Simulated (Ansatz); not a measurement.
Species: C$_{4}$H$_{6}$B, charge -1, multiplicity 1. It need not be the lowest isomer of its formula. Whether it binds its extra electron was not tested at this geometry. 
Coordinates optimised at B3LYP-D3(BJ)/def2-TZVP (Ansatz, an electronic-structure program):
SMILES: [C-]#CB(C)C
```xyz
11

C      0.5951     2.3299     0.6406
C      0.2956     1.1574     0.3183
B     -0.0576    -0.2257    -0.0621
C      1.0507    -1.3491    -0.3314
C     -1.5755    -0.7053    -0.2335
H      1.0246    -2.0915     0.4789
H      2.0640    -0.9471    -0.3787
H      0.8514    -1.9113    -1.2536
H     -2.2986     0.0284     0.1261
H     -1.7850    -0.8854    -1.2974
H     -1.7642    -1.6624     0.2709
```
Charge -1, spin multiplicity 1.

Basis-set convergence of Hartree-Fock and CCSD correlation energies (hartree) with Ansatz. Valence correlation only, unless marked. Spin-orbit coupling is left out. Non-relativistic. This anion needs diffuse functions, which these sets lack.

| basis | functions | E(HF) | E(corr, CCSD) |
|---|---|---|---|
| cc-pVDZ | 100 | -179.59295 | -0.66800 |
| cc-pVTZ | 234 | -179.64638 | -0.79451 |
| cc-pVQZ | 455 | (withheld) | (withheld) |

Problem. Some entries are withheld; supply them.

Solution. 
- cc-pVQZ, E(HF): -179.65990
- cc-pVQZ, E(corr, CCSD): -0.83250
